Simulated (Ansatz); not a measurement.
Consider the ligand exchange at the Si–O bond: `[F][In]([F])[O][SiH3]` + `C[SiH2][TeH]` → `C[SiH2][Te][SiH3]` + `[OH][In]([F])[F]`.

Computed with Ansatz on PBE0-D4/def2-TZVP structures; ΔE is electronic, products minus reactants. CCSD(T)/CBS is the MP2 limit (def2-TZVPP, def2-QZVPP) plus CCSD(T) − MP2 in def2-TZVPP, frozen cores. Functionals use def2-TZVPP. B3LYP here is the variant with VWN-RPA as its local correlation; programs differ in this. HSE06 is defined as in plane-wave codes. Elements past krypton have def2 core potentials. For In, Te outer-core shells are correlated without core-valence functions, which leaves a few kJ/mol of doubt a bond. Each species was taken in one conformer, which may not be the lowest.

`[F][In]([F])[O][SiH3]`:

```xyz
8

F     0.640    2.577    1.092
In   -0.858    1.559    0.432
F    -2.570    2.431    0.451
O    -0.656   -0.259   -0.220
Si    0.581   -1.326   -0.396
H     1.285   -1.542    0.898
H     1.571   -0.829   -1.390
H     0.006   -2.610   -0.868
```

`C[SiH2][TeH]`:

Z-matrix (Å, degrees):
```
C
Si 1 1.867
H 1 1.091 2 110.6
H 1 1.094 2 110.3 3 120.3
H 1 1.092 2 110.6 3 -119.9
Te 2 2.500 1 112.6 3 58.0
H 2 1.486 1 110.5 3 -178.9
H 2 1.487 1 111.4 3 -57.8
H 6 1.658 2 91.7 1 64.0
```

`C[SiH2][Te][SiH3]`:

```xyz
12

C     1.730    0.811    0.245
Si    0.540   -0.164    1.303
Te   -1.829    0.574    0.989
Si   -1.928   -0.509   -1.249
H     1.493    0.692   -0.814
H     1.677    1.873    0.490
H     2.754    0.464    0.410
H     0.825    0.031    2.749
H     0.626   -1.615    0.984
H    -1.738   -1.977   -1.135
H    -3.267   -0.216   -1.818
H    -0.882    0.036   -2.154
```

`[OH][In]([F])[F]`:

Cartesian coordinates in Å:
```
O 0.855 -0.660 -1.078
In -0.337 0.318 0.123
F -1.561 1.674 -0.474
F -0.349 -0.035 2.025
H 1.392 -1.297 -0.597
```

```tsv
level	ΔE (kcal/mol)	difference from CCSD(T)/CBS
LDA (SPW92)	3.9	-3.6
PBE-D4	2.6	-4.9
revPBE-D4	2.1	-5.4
BLYP-D4	6.3	-1.2
r2SCAN-D4	6.4	-1.1
B97M-V	9.2	1.7
PBE0-D4	4.1	-3.4
B3LYP-D4	7.5	0.0
r2SCAN0-D4	6.8	-0.7
HSE06-D4	4.1	-3.4
BHLYP-D4	9.6	2.1
ωB97X-V	8.0	0.5
ωB97M-V	7.8	0.3
B2PLYP	9.0	1.5
PBE-QIDH	6.6	-0.9
PBE	3.7	-3.8
revPBE	3.8	-3.7
BLYP	8.5	1.0
r2SCAN	6.7	-0.8
PBE0	5.2	-2.3
B3LYP	9.3	1.8
r2SCANh	6.9	-0.6
r2SCAN0	7.2	-0.3
HSE06	5.1	-2.4
BHLYP	11.5	4.0
CAM-B3LYP	11.0	3.5
RPA@PBE/def2-TZVPP	9.5	2.0
MP2/def2-SVP	8.9	1.4
CCSD/def2-SVP	10.4	2.9
CCSD(T)/def2-SVP	9.7	2.2
HF/def2-TZVPP	14.9	7.4
MP2/def2-TZVPP	7.1	-0.4
SCS-MP2/def2-TZVPP	9.4	1.9
CCSD/def2-TZVPP	9.9	2.4
CCSD(T)/def2-TZVPP	8.8	1.3
HF/def2-QZVPP	15.5	8.0
MP2/def2-QZVPP	6.5	-1.0
HF/CBS(def2)	15.5	8.0
MP2/CBS(def2)	5.8	-1.7
CCSD/CBS(def2)	8.6	1.1
CCSD(T)/CBS	7.5	0
```

Largest T1 diagnostic among the species: 0.018.

From PBE to PBE0 (25 % exact exchange), in def2-TZVPP and without D4, ΔE moves by +1.5 kcal/mol. At CCSD(T), def2-SVP lies +2.2 kcal/mol from the extrapolated value and def2-TZVPP +1.3 kcal/mol.
